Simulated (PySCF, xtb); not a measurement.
F4Zr, SMILES [F][Zr]([F])([F])[F] (connectivity only; charge and spin as stated), charge +1, multiplicity 2.

Harmonic wavenumbers (cm⁻¹) from GFN2-xTB in xtb at its own minimum, in rising order: 115, 115, 115, 123, 123, 466, 466, 466, 473.

### Question
What does PBE-D3(BJ)/def2-SVP run with PySCF give at its own minimum? (The exact figures need the calculation; the answer reports its results.)

### Answer
65, 113, 125, 163, 260, 400, 577, 740, 762. Paired by order, the mean absolute difference is 109 cm⁻¹ and the zero-point energies are 3.5 and 4.6 kcal/mol.
